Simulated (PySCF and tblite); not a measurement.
The numbers below are computed, except where a source is named.
Stationary points of C6H7GeN at B3LYP-D3(BJ)/def2-SVP, in Å:

Structure A

```
 1 N     1.974   -0.423   -3.726
 2 C     1.358   -0.411   -2.742
 3 C     0.598   -0.389   -1.531
 4 C     0.775    0.536   -0.481
 5 C    -0.117    0.213    0.568
 6 Ge   -0.558    1.317    2.117
 7 C    -0.861   -1.003    0.107
 8 C    -0.394   -1.330   -1.179
 9 H     1.500    1.348   -0.471
10 H     0.155   -1.020    0.935
11 H     0.686    2.136    2.502
12 H    -0.975    0.392    3.278
13 H    -1.725    2.256    1.764
14 H    -1.702   -1.445    0.640
15 H    -0.713   -2.177   -1.783
```

Structure B

```
 1 N     0.252    1.094   -2.404
 2 C    -0.094    0.834   -1.326
 3 C    -0.531    0.506   -0.008
 4 C     0.042    0.936    1.161
 5 C    -0.768    0.430    2.293
 6 Ge   -1.722    2.026    3.086
 7 C    -1.805   -0.427    1.656
 8 C    -1.681   -0.345    0.305
 9 H     0.922    1.573    1.250
10 H    -0.212   -0.003    3.139
11 H    -0.667    2.978    3.684
12 H    -2.656    1.517    4.202
13 H    -2.516    2.708    1.962
14 H    -2.559   -0.991    2.206
15 H    -2.317   -0.816   -0.444
```

Structure C

```
 1 N     1.029    0.376   -2.269
 2 C     0.377    0.359   -1.308
 3 C    -0.414    0.360   -0.118
 4 C    -0.353    1.401    0.926
 5 C    -1.228    1.103    1.918
 6 Ge   -1.536    2.152    3.525
 7 C    -1.926   -0.189    1.558
 8 C    -1.332   -0.578    0.239
 9 H     0.308    2.267    0.874
10 H    -1.768   -0.974    2.322
11 H    -0.619    3.387    3.481
12 H    -1.222    1.309    4.779
13 H    -3.012    2.595    3.597
14 H    -3.023   -0.064    1.488
15 H    -1.597   -1.468   -0.332
```

The path came from a restrained scan, a climbing-image band and a saddle search at GFN2-xTB; energies are PBE0/pcSseg-1 + D3(BJ)//B3LYP-D3(BJ)/def2-SVP, thermal terms GFN2-xTB.

**Question.** Which structure is a saddle point, and along which motion?

**Answer.** A: one imaginary mode (1061i cm⁻¹ at GFN2-xTB, mostly on H10, C7, C5), along the shift of hydrogen on C5 from C5 to C7.

**Question.** Give their symmetry and energies above the lowest.

**Answer.** A C1, 28.1 kcal/mol; B C1, 0.0 kcal/mol; C Cs, 3.4 kcal/mol.

Tunnelling of the moving H, left out here, will speed the real process. Spin–orbit effects of heavy atoms on shieldings are missing.
